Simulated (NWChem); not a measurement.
System: SiH3O2Cl; SMILES O[SiH](O)Cl

Input file for NWChem:

```
start job
memory heap 200 mb stack 900 mb global 1100 mb
geometry units angstroms noautosym nocenter noautoz
  Si    -0.021586     0.466942     0.406412
  O     -1.316883     1.240694    -0.236439
  O      1.362084     1.148431    -0.178892
  Cl     0.021084    -1.539311    -0.117734
  H     -0.168304     0.552160     1.870959
  H     -1.312303     1.396865    -1.186145
  H      2.123847     0.573157    -0.295053
end
basis spherical
  * library def2-svp
end
dft
  xc pbe0
  iterations 150
end
cosmo
  do_cosmo_smd true
  solvent hexane
end
task dft energy
```

All runs use the structure optimised with PBE0/def2-SVP. Solvent: n-hexane.

Level: PBE0/def2-SVP with SMD (1 M gas to 1 M solution), gas-phase geometry. Reactions with the solvent are ignored.

Question: Predict the main results of this run. (PBE0/def2-SVP, SMD on the gas-phase geometry.) Quantities: solvation free energy (kcal/mol); cavity-dispersion-structure term (kcal/mol); dipole in solution (D).

Answer: 
| Quantity | Value |
|---|---|
| solvation free energy (kcal/mol) | -3.9 |
| cavity-dispersion-structure term (kcal/mol) | -1.9 |
| dipole in solution (D) | 1.65 |
